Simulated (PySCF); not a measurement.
Fe6+ by CASSCF and spin-orbit coupling

The free ion Fe6+ in its d2 configuration.

Method (PySCF 2.14, density fitting): CASSCF(2,5) with orbitals averaged over all microstates of the shell, strongly contracted NEVPT2 on the averaged canonical orbitals; basis x2c-TZVPall; spin-free X2C; gas phase; spin-orbit coupling by state interaction with the mean-field operator over all roots.

Spin-free states:

| 2S+1 | deg. | free-ion term | CASSCF / cm⁻¹ | NEVPT2 / cm⁻¹ |
| --- | --- | --- | --- | --- |
| 3 | 7 | 3F 1.00 | 0 | 0 |
| 1 | 5 | 1D 1.00 | 19969 | 17589 |
| 3 | 3 | 3P 1.00 | 23715 | 20439 |
| 1 | 9 | 1G 1.00 | 31036 | 29201 |
| 1 | 1 | 1S 1.00 | 77006 | 70340 |

Energies are counted from the ground state at NEVPT2 level. Weights follow the labels.

Spin-orbit levels:

```tsv
E / cm⁻¹	deg.	J	make-up
0.0	5	2	1.00 3F
1018.1	7	3	1.00 3F
2290.8	9	4	1.00 3F
18724.6	5	2	0.93 1D + 0.07 3P
21086.5	1	0	1.00 3P
21457.5	3	1	1.00 3P
22358.2	5	2	0.93 3P + 0.07 1D
30555.6	9	4	1.00 1G
71729.1	1	0	1.00 1S
```

Ligand-field fit:

```tsv
cm⁻¹	CASSCF	NEVPT2
B	1581	1365
C	6032	5913
```

Spin-orbit constant ζ = 644 cm⁻¹.

Measured levels beside the computed ones:

| level | computed / cm⁻¹ | measured / cm⁻¹ |
| --- | --- | --- |
| 3F J = 2 | 0 | 0 |
| 3F J = 3 | 1018 | 1052 |
| 3F J = 4 | 2291 | 2332 |
| 1D J = 2 | 18725 | 17476 |
| 3P J = 0 | 21087 | 20040 |
| 3P J = 1 | 21458 | 20430 |
| 3P J = 2 | 22358 | 21279 |
| 1G J = 4 | 30556 | 28927 |
| 1S J = 0 | 71729 | 67078 |

Source of the measured levels: Corliss and Sugar, J. Phys. Chem. Ref. Data 11, 135 (1982).

The job took 1.6 s on one thread of Arm Neoverse V2 (shared host), with 48 basis functions, launched as `OMP_NUM_THREADS=1 python lf_run.py task.json out`.
